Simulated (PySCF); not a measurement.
A calculated (MN15, PySCF 2.14, 6-31G*, the non-relativistic Hamiltonian (point nucleus)) atom or ion has these occupied shells.

| shell | electrons | orbital energy (eV) | rms radius, mean of both spins (bohr) |
| --- | --- | --- | --- |
| 1s | 2 | -8728.0 | 0.0613 |
| 2s | 2 | -1032.9 | 0.260 |
| 2p | 6 | -920.19 | 0.230 |
| 3s | 2 | -114.34 | 0.785 |
| 3p | 6 | -78.419 | 0.829 |
| 3d | 10 | -12.217 | 1.05 |

(1) Name the element and its charge.

## Answers

(1) Cu⁺ (copper, charge +1), in [Ar] 3d10, closed-shell 1S.
